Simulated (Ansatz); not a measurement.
Gas-phase electronic energies from Ansatz, PBE0-D4/def2-TZVP geometries. CBS: MP2 limit from def2 TZ/QZ plus the TZ coupled-cluster correction, frozen cores. This one scheme is used for every species. Functionals use def2-TZVPP. B3LYP here is the variant with VWN-RPA as its local correlation; programs differ in this. For Ge outer-core shells are correlated without core-valence functions, which leaves a few kJ/mol of doubt a bond. Scalar relativity is left out up to krypton. Each species was taken in one conformer, which may not be the lowest.

`[SiH3][SiH2][GeH2][SiH3]` + BH₃ → `[BH2][GeH2][SiH2][SiH3]` + SiH₄  (formal exchange of groups at a Ge–Si bond)

Question: Is it downhill or uphill in electronic energy at CCSD(T)/CBS, and by how much? (An estimate is asked.)

Answer: The calculation gave: Uphill: ΔE = +20.3 kJ/mol.

Question: What do these levels give: PBE-D4, r2SCAN-D4, ωB97M-V, PBE, PBE0, B3LYP, CCSD/def2-TZVPP, HF/def2-QZVPP, MP2/def2-QZVPP, SCS-MP2/def2-QZVPP, HF/CBS(def2), MP2/CBS(def2)? (An estimate is asked.)

Answer: The calculation gave: PBE-D4 19.5, r2SCAN-D4 19.1, ωB97M-V 21.3, PBE 16.6, PBE0 19.9, B3LYP 17.7, CCSD/def2-TZVPP 19.5, HF/def2-QZVPP 22.1, MP2/def2-QZVPP 22.2, SCS-MP2/def2-QZVPP 21.3, HF/CBS(def2) 22.1, MP2/CBS(def2) 22.5 kJ/mol.

Largest T1 diagnostic among the species: 0.013.

The D4 term adds +4.6 kJ/mol with B3LYP and +2.8 kJ/mol with PBE0; it sums over pairs of atoms, weighted by their polarisabilities, and B3LYP, whose exchange is more repulsive, gets the larger term. From PBE to PBE0 (25 % exact exchange), in def2-TZVPP and without D4, ΔE moves by +3.3 kJ/mol.
